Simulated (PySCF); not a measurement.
# One molecule, several mistakes: BCH6Si2

These are calculations, not measurements. They come from PySCF 2.14.0, an open-source quantum chemistry program, on an isolated molecule that a program drew, which may never have been made. The molecule is BCH6Si2 (charge 0, doublet), drawn as the SMILES string `[BH]C=[SiH][SiH3]`.

Each row is a Hartree-Fock (HF) and frozen-core CCSD(T) single point in the cc-pV(D+d)Z basis, meant for a local HF minimum. Run 1 is clean. Each other run has one planted mistake out of seven kinds, and not every kind appears here: one electron removed, one electron added, multiplicity raised by two, geometry at a saddle point, minimal basis STO-3G, one bond length entered in bohr, all coordinates scaled. The reference is restricted for singlets and unrestricted otherwise, and also for a bond in bohr. Adding or removing an electron swaps singlet and doublet. Electrons count all cores. HOMO and LUMO are orbital energies over both spins, the gradient is its largest component, and the lowest frequency (negative if imaginary) is given only where the gradient is small. Bond lengths are over the 9 bonds as drawn. T1 is the CCSD diagnostic: over 0.02 (restricted) or 0.045 (unrestricted) a single reference is doubtful.

Geometry of the clean run:
```xyz
10
BCH6Si2, angstrom
B    -1.0036    0.5523   -0.2500
C    -1.2074    1.8166   -0.7873
Si   -0.0327    3.2398   -0.6622
Si    2.1883    2.6365   -0.1407
H    -0.8028   -0.5085    0.2156
H    -2.1557    2.0206   -1.2833
H    -0.1030    4.0763   -1.8886
H     2.8768    1.9434   -1.2587
H     2.9710    3.8433    0.2176
H     2.1743    1.7155    1.0257
```

| run | electrons | basis functions | <S^2> | HOMO (eV) | LUMO (eV) | gradient (hartree/bohr) | lowest frequency (cm^-1) | mean bond (Å) | longest bond (Å) | T1 | HF (hartree) | CCSD(T) (hartree) | mistake |
|---|---|---|---|---|---|---|---|---|---|---|---|---|---|
| 1 | 45 | 104 | 0.806 | -7.59 | 1.46 | 2.4e-05 | 75 | 1.5337 | 2.360 | 0.0211 | -643.82938 | -644.29816 | no fault |
| 2 | 45 | 104 | 1.244 | -8.01 | 1.11 | 1.9e-02 | - | 1.7670 | 4.459 | 0.0565 | -643.75323 | -644.21194 | one bond length entered in bohr |
| 3 | 45 | 104 | 3.775 | -6.58 | -0.39 | 1.0e-01 | - | 1.5337 | 2.360 | 0.0155 | -643.73665 | -644.17075 | multiplicity raised by two |
| 4 | 44 | 104 | 0.000 | -15.04 | -5.69 | 5.7e-02 | - | 1.5337 | 2.360 | 0.0181 | -643.58291 | -644.04260 | ? |
| 5 | 45 | 104 | 0.898 | -7.78 | 1.19 | 3.9e-02 | - | 1.6410 | 2.525 | 0.0318 | -643.79140 | -644.26916 | ? |

**Which mistake was planted in run 4, and what did it cost?**

It counts 44 electrons, one fewer than the clean run, at the same geometry and basis. So the mistake is: one electron removed. Subtracting run 1 and multiplying by 627.51 kcal/mol a hartree, the energy moved by 154.7 kcal/mol in HF and 160.4 kcal/mol in CCSD(T).

**Which mistake was planted in run 5, and what did it cost?**

The mean and the longest bond both change by the same factor, 1.070, and the gradient is no longer small. So the mistake is: all coordinates scaled. Subtracting run 1 and multiplying by 627.51 kcal/mol a hartree, the energy moved by 23.8 kcal/mol in HF and 18.2 kcal/mol in CCSD(T).

Cautions from the logs. Run 2: T1 is over the limit, so its CCSD(T) energy is less reliable.
